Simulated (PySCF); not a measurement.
Orbital picture of MgSb

M06-2X at R = 2.884 Å; PySCF, scalar-relativistic core potentials, basis sets Mg def2-SVPD, Sb def2-SVPD with ECP28. State: ⁴Σ⁻ (quartet), unpaired electrons σ ↑, π ↑↑. Only the outer orbitals are listed, counted within each symmetry, core potentials removing the inner ones.

```csv
spin,orbital,occ.,ε (eV),on Mg (%),main shells (%)
α,7σ,1,-16.46,4,96 Sb s
α,8σ,1,-8.18,45,"53 Sb p, 43 Mg s"
α,4π,1,-7.12,4,96 Sb p
α,4π,1,-7.12,4,96 Sb p
α,9σ,1,-5.52,71,"49 Mg s, 28 Sb p, 22 Mg p"
α,5π,0,-0.34,94,93 Mg p
α,5π,0,-0.34,94,93 Mg p
α,10σ,0,0.57,101,"92 Mg p, 8 Mg d"
β,7σ,1,-12.93,7,93 Sb s
β,8σ,1,-6.62,60,"57 Mg s, 36 Sb p"
β,4π,0,-2.26,24,"75 Sb p, 24 Mg p"
β,4π,0,-2.26,24,"75 Sb p, 24 Mg p"
β,9σ,0,-1.88,68,"36 Mg p, 31 Mg s, 22 Sb p"
```

Which are the highest filled and the lowest empty level, where do they sit, and how wide is the gap?

Highest filled α 9σ at -5.52 eV (in %: 49 Mg s, 28 Sb p, 22 Mg p); lowest empty β 4π at -2.26 eV (in %: 75 Sb p, 24 Mg p); the gap at M06-2X is 3.26 eV.

```json
{
  "bond order (Mayer)": "0.88",
  "⟨S²⟩": "3.771",
  "charge on Mg (Mulliken, basis-dependent)": "0.04",
  "charge on Mg (Löwdin, basis-dependent)": "-0.02",
  "dipole moment (positive dipole means Mg(−)Sb(+))": "-1.60 D"
}
```

Shares are Mulliken populations and can fall outside 0 to 100 %.

Spin–orbit coupling is left out. The state was picked by a PBE0 search and need not be the measured ground state.
